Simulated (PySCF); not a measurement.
Isomers C5H10OSi2:

A. `C=C[SiH2]C(=C=O)[SiH2]C`
B. `C=C1CO[SiH2]C(=C)[SiH2]1`
C. `O=C1CC=C([SiH2][SiH3])C1`

Spectrum 1. 1H NMR (500 MHz, computed): δ 6.72 (m, 1H), 6.60 (m, 1H), 6.16 (br s, 1H), 5.88 (br s, 1H), 5.22 (s, 2H), 4.85 (s, 2H), 4.67 (s, 2H). 13C{1H} NMR (computed): δ 153.1 (C), 152.3 (C), 149.9 (CH2), 135.6 (CH2), 74.4 (CH2).

Spectrum 2. 1H NMR (500 MHz, computed): δ 6.73 (t, 1H), 4.35 (q, 2H), 3.48 (t, 3H), 2.98 (m, 2H), 2.91 (s, 2H). 13C{1H} NMR (computed): δ 221.3 (C), 150.3 (CH), 142.6 (C), 49.9 (CH2), 48.0 (CH2).

Spectrum 3. 1H NMR (500 MHz, computed): δ 6.69 (m, 1H), 6.44 (m, 1H), 6.42 (m, 1H), 4.94 (d, 2H), 4.68 (q, 2H), 0.34 (t, 3H). 13C{1H} NMR (computed): δ 172.0 (C), 145.8 (CH2), 141.1 (CH), 0.3 (CH3), -9.9 (C).

[PySCF 2.14: GFN2-xTB structure; GIAO PBE0/pcSseg-1 shieldings; in vacuum; relativity neglected; fast rotation and ring inversion assumed for equivalent nuclei; a single conformation]

References, each an isolated molecule treated in the same way: 1H (σ = 31.72 ppm) and 13C (σ = 186.93 ppm) against TMS. Where no couplings were computed, multiplicities follow the n + 1 count of equivalent neighbours, and m marks all less simple cases (inequivalent or close neighbours, rings, F or P nearby). Shifts are as computed. Against solution values, carbons near 30 ppm lie about +3 ppm off and those near 130 ppm about +5 ppm. Of 1309 compounds with measured shifts, 239 miss one by over three times the rms of a fit or turn the order of signals round; such compounds aren't used in these exercises.

Question: Match each spectrum to its structure.

Answer: 1–B, 2–C, 3–A.

- Spectrum 1 (B): 5 13C signals; δC 153.1 is a fully substituted alkene carbon; δC 152.3 is a fully substituted alkene carbon.
- Spectrum 2 (C): 5 13C signals; δC 221.3 is a ketone carbonyl carbon; δC 150.3 is an alkene CH.
- Spectrum 3 (A): 5 13C signals; δC 145.8 is a terminal =CH2 carbon; δC 141.1 is an alkene CH.
